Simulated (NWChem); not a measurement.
System: AlH₂Cl; SMILES [AlH2][Cl]

Here is an NWChem input.

```
start job
memory heap 200 mb stack 900 mb global 1100 mb
geometry units angstroms noautosym nocenter noautoz
  Al     0.000000     0.000000     1.085671
  H      0.000000    -1.412235     1.818194
  H      0.000000     1.412235     1.818194
  Cl     0.000000     0.000000    -1.033959
end
basis spherical
  * library pcj-1
end
dft
  odft
  mult 1
  xc hfexch
  iterations 150
end
property
  spinspin 3 1 2 1 3 2 3
end
task dft property
```

Coordinates come from a PBE-D3(BJ)/def2-SVP optimisation. Hartree-Fock couplings suffer from near triplet instabilities.

Isotropic indirect couplings, all four terms, static geometry, non-relativistic.

Atoms are numbered as in the input.

Q: What results follow from this input? (Hartree-Fock/pcJ-1.) Quantities: J(27Al atom 1, 1H atom 2) (Hz); J(1H atom 2, 1H atom 3) (Hz).

A: 
```json
{
 "J(27Al atom 1, 1H atom 2) (Hz)": "436.4",
 "J(1H atom 2, 1H atom 3) (Hz)": "71.5"
}
```
